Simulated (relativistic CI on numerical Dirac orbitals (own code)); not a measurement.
# Sensitivity of the levels of Ga12+ to α and to the nuclear radius

These numbers are calculated, not measured: Dirac-Coulomb-Breit CI, KLI orbitals optimised for each configuration, derivatives by finite differences, unscaled Slater integrals, QED left out (own radial code, finite nucleus).

Configurations in the expansion (outside the closed core [Ne]): 3s²3p⁶3d, 3s²3p⁵3d², 3s3p⁶3d², 3s²3p⁶4s, 3s²3p⁶4p, 3p⁶3d³, 3p⁵3d⁴. Double excitations out of closed p, d and f shells are left out; levels of such configurations are missing from the list, as are those of other unlisted configurations, and high levels can miss mixing partners.

With x = (α/α₀)² − 1 an excitation energy changes as ω = ω₀ + qx; K = 2q/ω₀ is the relative enhancement. Terms are leading LS components, so labels can repeat. The field-shift factor is F = δν/δ⟨r²⟩ for the transition from the lowest level.

Lowest level 3s²3p⁶3d ²D3/2.

```csv
Level,ω₀ (cm⁻¹),q (cm⁻¹),K,F (GHz/fm²)
3s²3p⁶3d ²D5/2,6197,6143,1.98,0.0262
3s²3p⁵3d² ⁴D°1/2,546676,9571,0.035,0.632
3s²3p⁵3d² ⁴D°3/2,549149,11510,0.0419,0.636
3s²3p⁵3d² ⁴D°5/2,553297,14820,0.0536,0.644
3s²3p⁵3d² ⁴D°7/2,559378,19900,0.0711,0.645
3s²3p⁵3d² ⁴G°11/2,579577,13330,0.046,0.71
3s²3p⁵3d² ⁴G°9/2,581197,11760,0.0405,0.685
3s²3p⁵3d² ⁴G°7/2,584618,12560,0.043,0.655
3s²3p⁵3d² ⁴P°5/2,587306,10920,0.0372,0.672
3s²3p⁵3d² ⁴P°5/2,589214,14790,0.0502,0.667
3s²3p⁵3d² ⁴P°3/2,594912,18130,0.0609,0.658
3s²3p⁵3d² ⁴F°3/2,600054,11170,0.0372,0.667
3s²3p⁵3d² ⁴P°1/2,601209,24660,0.082,0.632
3s²3p⁵3d² ²D°5/2,605936,18410,0.0608,0.681
3s²3p⁵3d² ⁴F°9/2,607004,19060,0.0628,0.706
3s²3p⁵3d² ⁴F°7/2,609089,19130,0.0628,0.665
3s²3p⁵3d² ²F°5/2,615144,23540,0.0765,0.651
3s²3p⁵3d² ⁴F°3/2,617432,22380,0.0725,0.658
3s²3p⁵3d² ⁴F°5/2,617910,32260,0.104,0.603
3s²3p⁵3d² ²F°7/2,622177,24690,0.0794,0.673
3s²3p⁵3d² ²P°1/2,626951,17750,0.0566,0.731
3s²3p⁵3d² ²H°11/2,631213,10030,0.0318,0.749
3s²3p⁵3d² ²F°7/2,633545,10880,0.0343,0.729
```

At this charge energies of transitions that change n are usually good to better than 1 %, and those within a shell (Δn = 0) to a few per cent.
